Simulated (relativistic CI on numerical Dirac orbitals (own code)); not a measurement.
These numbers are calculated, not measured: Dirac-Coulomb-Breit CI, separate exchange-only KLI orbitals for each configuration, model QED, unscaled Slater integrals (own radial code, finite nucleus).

Configurations in the expansion (outside the closed core 1s2): 2s², 2s2p, 2p², 2p3s, 2p3p, 2s3s, 2s3p, 2s3d, 2s4s, 2s4p, 2s4d, 2s4f, 2s5s, 3s², 2s5p, 2s5d, 2s5f, 2s5g, 3s3p, 3p². Levels of other configurations are missing.

At this charge energies of transitions that change n are usually good to better than 1 %, and those within a shell (Δn = 0) to a few per cent.

Outline of the computed level scheme of Ir LXXIV. Lowest level of each configuration: 2s² ¹S0 at 0.0 eV; 2s2p ³P°0 at 185.8 eV; 2p² ³P0 at 520.8 eV; 2s3s ³S1 at 12050.8 eV; 2s3p ³P°1 at 12137.4 eV; 2p3s ³P°0 at 12280.2 eV; 2p3p ³D1 at 12332.3 eV; 2s3d ³D1 at 12697.6 eV; 2s4s ³S1 at 16165.6 eV.

Some strong electric-dipole decays among the lowest 36 levels: 2s3d ³D3 → 2s2p ³P°2 (2.0e+15 s⁻¹); 2s3d ³D2 → 2s2p ³P°1 (1.9e+15 s⁻¹); 2s3d ¹D2 → 2s2p ¹P°1 (1.5e+15 s⁻¹); 2s3d ³D1 → 2s2p ³P°0 (1.2e+15 s⁻¹); 2p3p ³P0 → 2s2p ³P°1 (9.2e+14 s⁻¹); 2s3p ¹P°1 → 2s² ¹S0 (7.7e+14 s⁻¹); 2p3p ³P1 → 2s2p ³P°2 (7.2e+14 s⁻¹); 2p3p ³D1 → 2s2p ³P°1 (6.2e+14 s⁻¹).

LS names give the leading component of a level, which can be under half, so a name can repeat, a term be missing and a line seem to break the LS rules.
